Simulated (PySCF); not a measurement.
# Computed records: AlClHO$_{2}$, CH$_{4}$NOSi, Al$_{2}$H$_{2}$NO

Calculation on a computer-drawn molecule: optimised geometry and harmonic frequencies of an isolated molecule of the commonest isotopes, restricted reference for singlets and unrestricted otherwise, frozen core in MP2. Program: PySCF 2.14.0.

```yaml
- entry: 1
  formula: AlClHO2
  start_structure:
    atoms_angstrom:
      - [O, -0.3523, -0.5737, -2.6277]
      - [Al, -1.6503, 0.3097, -2.4154]
      - [O, -2.5667, 0.8898, -1.0282]
      - [Cl, -2.7377, 1.1586, -4.1106]
      - [H, -3.3557, 1.3695, -0.839]
  given:
    charge: -1
    multiplicity: 1
    method: HF
    basis: "aug-cc-pV(D+d)Z"
    drawn_bonds_atom: [1, 2, 2, 3]
    drawn_bonds_other_atom: [2, 3, 4, 5]
    drawn_bonds_order: [1, 1, 1, 1]
  results:
    "total_energy [hartree]": null
    "rotational_constants [GHz]": null
- entry: 2
  formula: CH4NOSi
  start_structure:
    atoms_angstrom:
      - [C, -1.9083, 0.5326, 1.3004]
      - ["N", -1.4672, -0.4974, 1.9118]
      - [Si, -1.9108, -2.0907, 2.2212]
      - [O, -0.8301, -2.9736, 3.0614]
      - [H, -2.81, 0.4991, 0.8313]
      - [H, -1.2862, 1.4346, 1.2753]
      - [H, -2.9792, -3.0178, 1.931]
      - [H, -0.0133, -2.631, 3.4017]
  given:
    charge: 0
    multiplicity: 2
    method: HF
    basis: "cc-pV(D+d)Z"
    drawn_bonds_atom: [1, 2, 3, 1, 1, 3, 4]
    drawn_bonds_other_atom: [2, 3, 4, 5, 6, 7, 8]
    drawn_bonds_order: [1, 2, 1, 1, 1, 1, 1]
  results:
    "rotational_constants [GHz]": null
- entry: 3
  formula: Al2H2NO
  start_structure:
    atoms_angstrom:
      - ["N", -0.5354, 0.4995, 2.2165]
      - [Al, -0.3708, 0.0205, 0.7268]
      - [O, -0.1975, -0.5073, -0.8953]
      - [Al, -0.0362, -1.007, -2.4257]
      - [H, -0.635, 0.8058, 3.154]
      - [H, 0.1172, -1.4809, -3.8786]
  given:
    charge: 1
    multiplicity: 1
    method: MP2
    basis: "cc-pV(D+d)Z"
    drawn_bonds_atom: [1, 2, 3, 1, 4]
    drawn_bonds_other_atom: [2, 3, 4, 5, 6]
    drawn_bonds_order: [2, 1, 1, 1, 1]
  results:
    "total_energy [hartree]": null
    "rotational_constants [GHz]": null
```

## Withheld values
1. AlClHO$_{2}$ (entry 1): total energy?
2. Estimate the rotational constants of AlClHO$_{2}$ (entry 1).
3. Estimate the rotational constants of CH$_{4}$NOSi (entry 2).
4. Give the table of modes values for CH$_{4}$NOSi (entry 2).
5. Al$_{2}$H$_{2}$NO (entry 3): total energy?
6. Al$_{2}$H$_{2}$NO (entry 3): rotational constants?

Answers
1. -851.9489 hartree
2. 6.559, 3.243, 2.17 GHz
3. 22.81, 3.485, 3.145 GHz
4. 
Modes:
| frequency (cm⁻¹) | reduced mass (dalton) |
| --- | --- |
| 104 | 3.628 |
| 168.7 | 1.674 |
| 250.7 | 1.822 |
| 352.4 | 2.701 |
| 526.6 | 1.219 |
| 732.5 | 6.086 |
| 775.3 | 1.324 |
| 821.2 | 1.215 |
| 916.8 | 1.518 |
| 937.1 | 2.904 |
| 1181 | 1.355 |
| 1304 | 1.373 |
| 1563 | 2.198 |
| 1695 | 1.729 |
| 2271 | 1.042 |
| 3161 | 1.054 |
| 3262 | 1.111 |
| 4165 | 1.067 |
5. -614.5542 hartree
6. 53.29, 1.735, 1.68 GHz

Further results for AlClHO$_{2}$ (entry 1):

* convergence status largest gradient component: 1.666e-05 hartree/bohr

Optimised structure:
```xyz
5
AlClHO2
O     -0.3457    -0.5754    -2.5609
Al    -1.6655     0.3200    -2.3762
O     -2.5186     0.8263    -0.9608
Cl    -2.8496     1.2255    -4.0320
H     -3.2833     1.3574    -1.0910
```

Modes:
| frequency (cm⁻¹) | reduced mass (dalton) |
| --- | --- |
| 211.1 | 8.418 |
| 266.8 | 10.18 |
| 308.8 | 8.253 |
| 405 | 20.69 |
| 408.5 | 1.181 |
| 744.6 | 14.29 |
| 785.4 | 1.168 |
| 1110 | 15.78 |
| 4226 | 1.066 |

Further results for CH$_{4}$NOSi (entry 2):

* total energy: -458.4511 hartree
* spin squared: 0.8324
* convergence status largest gradient component: 3.024e-05 hartree/bohr

Optimised structure:
```xyz
8
CH4NOSi
C     -1.8901     0.3889     1.3375
N     -1.3570    -0.4242     2.1411
Si    -2.0090    -1.9529     2.6399
O     -0.7844    -3.0222     2.8987
H     -2.8145     0.1921     0.7813
H     -1.4326     1.3624     1.1508
H     -2.9046    -2.5765     1.6349
H     -0.0128    -2.7119     3.3499
```

Further results for Al$_{2}$H$_{2}$NO (entry 3):

- convergence status largest gradient component: 1.124e-05 hartree/bohr

Optimised structure:
```xyz
6
Al2H2NO
N     -0.8454     0.1528     2.2005
Al    -0.0529     0.3688     0.7265
O      0.0484    -0.2498    -0.9237
Al    -0.0442    -0.9950    -2.3792
H     -0.6628     0.7232     3.0378
H     -0.1009    -1.6695    -3.7641
```

Modes:
| frequency (cm⁻¹) | reduced mass (dalton) |
| --- | --- |
| 63.38 | 5.774 |
| 127.3 | 4.655 |
| 221.9 | 6.606 |
| 387.5 | 1.112 |
| 403.7 | 1.221 |
| 408.1 | 1.262 |
| 472.2 | 12.8 |
| 610.7 | 1.219 |
| 1020 | 8.464 |
| 1117 | 13.42 |
| 2127 | 1.052 |
| 3545 | 1.079 |
